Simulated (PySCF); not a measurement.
C6H12O2Si.
Z-matrix (Å and degrees, GFN2-xTB geometry), rows numbered from 1:
```
C 
C   1  1.5254
O   2  1.4147  1  113.63
C   3  1.3888  2  114.37  1    70.98
C   4  1.4862  3  121.13  2  -100.45
C   4  1.5149  3  117.60  2  -171.43
Si  6  1.8947  4  121.83  5   112.62
C   6  1.4591  4  117.60  5  -107.17
O   8  1.2074  6  121.28  4  -143.02
H   1  1.0865  2  109.56  3   175.40
H   1  1.0874  2  110.72  3   -64.60
H   1  1.0872  2  110.05  3    55.73
H   2  1.1002  1  109.86  3   123.20
H   2  1.0925  1  110.28  3  -116.93
H   4  1.0909  3  113.35  2    48.29
H   5  1.0796  4  119.17  6  -106.81
H   5  1.0807  4  117.72  6   106.67
H   7  1.4565  6  109.30  4    79.99
H   7  1.4702  6  105.72  4   -38.13
H   7  1.4576  6  108.46  4  -155.53
H   8  1.1043  6  117.23  4    37.25
```

Probes without a nucleus sit at each ring's centroid and 1 Å off its mean plane on both sides; NICS is minus the shielding there, NICSzz its component along the normal. Level: GIAO PBE0/pcSseg-1 (PySCF, non-relativistic, gas phase) on the GFN2-xTB geometry, one conformer.

Ring bond lengths (Å), with Mayer bond orders in brackets: C4–C5 1.486 (0.95), C5–C6 1.520 (0.88), C6–C4 1.515 (0.87).

Question: What do the NICS probes read (ppm)?

Answer: 
```tsv
ring	type	NICS(0)	NICS(1), two faces	NICS(1)zz, two faces	rms pucker (Å)	centre to ring atoms, mean (Å)
C4–C5–C6	3-membered carbocycle; formal bonds all single	-38.5	-5.1 / -9.5	-17.4 / -23.3	0.00	0.87
```

Question: What do they say, and how far can they be read as aromaticity?

Answer: 
- C4–C5–C6: mean NICS(1)zz -20.4 ppm, shielded. C4, C5, C6 have four or more neighbours, and the NICS criterion for π rings isn't applied. The two faces differ by 5.9 ppm, so no symmetry operation interchanges them. NICS(0) lies 31 ppm below the mean NICS(1).
